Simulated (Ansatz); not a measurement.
Reaction (ligand exchange at a Ge–Te bond): `OC[Te][GeH3]` + `NB(O)F` → `OB(F)[NH][GeH3]` + `OC[TeH]`

Computed with Ansatz on PBE0-D4/def2-TZVP structures; ΔE is electronic, products minus reactants. CBS: MP2 limit from def2 TZ/QZ plus the TZ coupled-cluster correction, frozen cores. DFT in def2-TZVPP. B3LYP here is the variant with VWN-RPA as its local correlation; programs differ in this. Elements past krypton have def2 core potentials. For Ge, Te outer-core shells are correlated without core-valence functions, which leaves a few kJ/mol of doubt a bond. Scalar relativity is left out up to krypton. Each species was taken in one conformer, which may not be the lowest.

```tsv
level	ΔE (kJ/mol)	difference from CCSD(T)/CBS
PBE-D4	58.9	8.3
PBE0-D4	58.1	7.5
PBE	58.0	7.4
B3LYP	50.6	0.0
HF/def2-TZVPP	41.2	-9.4
CCSD/def2-TZVPP	41.2	-9.4
HF/def2-QZVPP	41.1	-9.5
MP2/def2-QZVPP	53.7	3.1
SCS-MP2/def2-QZVPP	47.1	-3.5
CCSD/CBS(def2)	49.3	-1.3
CCSD(T)/CBS	50.6	0
```

Largest T1 diagnostic among the species: 0.012.
